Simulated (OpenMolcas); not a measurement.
**Lines of Xe2+: computed and rescaled rates**

```
Program             : OpenMolcas
Method              : MS-RASPT2, IPEA 0.25 Eh, imaginary shift 0.1 Eh (closed shells correlated: 4d)
Basis               : ANO-RCC-VQZP [8s7p5d3f2g]
Scalar Hamiltonian  : DKH2, point nucleus
Active space        : 6 electrons in 9 orbitals (RAS2 5s 5p; RAS3 5d, at most 2 electrons)
State averaging     : 2S+1 = 3 even, 3 roots; 2S+1 = 1 even, 7 roots; 2S+1 = 3 odd, 3 roots; 2S+1 = 1 odd, 3 roots
Spin-orbit coupling : RASSI with atomic mean-field integrals over the reference wave functions, term energies averaged over their components
```

Rates come from the transition moments of the reference wave functions (E1 and E2 in the length form). At fixed line strength A goes as λ^-3 for E1 and M1 and as λ^-5 for E2, so a rate at the computed wavelength can be rescaled to the measured one. Measured vacuum wavelengths follow from level energies in Saloman, J. Phys. Chem. Ref. Data 33, 765 (2004). Branching counts decays inside the model space alone, at computed energies, and the table is only a selection of the E2 and M1 lines, drawn from those between levels with measured partners whose computed energy lies within a factor of 1.5 of the measured one.

```tsv
Upper	Lower	Type	λ computed (nm)	λ measured (nm)	A computed (s-1)	A rescaled (s-1)	Branching %
5s2 5p4 1S0	5s2 5p4 3P1	M1	386.2	380.1	1.54e+02		94.3
5s2 5p4 1D2	5s2 5p4 3P2	M1	611.4	584.8	1.65e+01		94.4
5s2 5p4 3P1	5s2 5p4 3P2	M1	1147	1021	1.34e+01	1.90e+01	99.7
5s2 5p4 1S0	5s2 5p4 1D2	E2	547.9	526.2	7.17e+00	8.78e+00	4.4
5s2 5p4 1S0	5s2 5p4 3P2	E2	288.9	277	2.10e+00		1.3
5s2 5p4 1D2	5s2 5p4 3P1	M1	1309	1369	6.24e-01		3.6
5s2 5p4 1D2	5s2 5p4 3P2	E2	611.4	584.8	3.51e-01		2.0
5s2 5p4 3P0	5s2 5p4 3P2	E2	1275	1230	3.87e-02	4.63e-02	100.0
```

Spin-changing lines and M1 lines between different terms are not rescaled, since their strength hangs on the term gaps too.

The largest correction is for 5s2 5p4 3P1 → 5s2 5p4 3P2 (M1): 1.34e+01 × (1147 / 1021)^3 = 1.90e+01 s-1, a factor of 1.42.

The computed rate and branching of 5s2 5p4 3P0 → 5s2 5p4 3P2 give the upper level a radiative lifetime of 1.000 / 3.87e-02 s-1 = 2.58e+01 s, counting decays inside the model space alone. The rescaled rate gives about 2.2e+01 s.

No measured rate stands beside these. Rescaling mends the energy factor alone: line strengths can still be far off where a level mixes with configurations outside the active space, and weak or spin-changing lines hang on small mixing coefficients that depend on the term gaps too, so rescaling need not improve them.

CASPT2 does not keep the components of a term degenerate, so their means are used; among the terms shown or strongly mixed into the levels shown the widest spread is 250 cm-1 (5s2 5p4 1D). The run also gave levels led by 5s 5p4 5d, 5s2 5p3 5d, which use shells meant for correlation; these and all levels above them are left out. Measured partners are found by configuration, term and J. A level has none where our copy of the source lacks it or the pairing is in doubt (some pairs that miss far off the trend of their configuration count as doubtful). Levels of configurations outside the active space are missing.
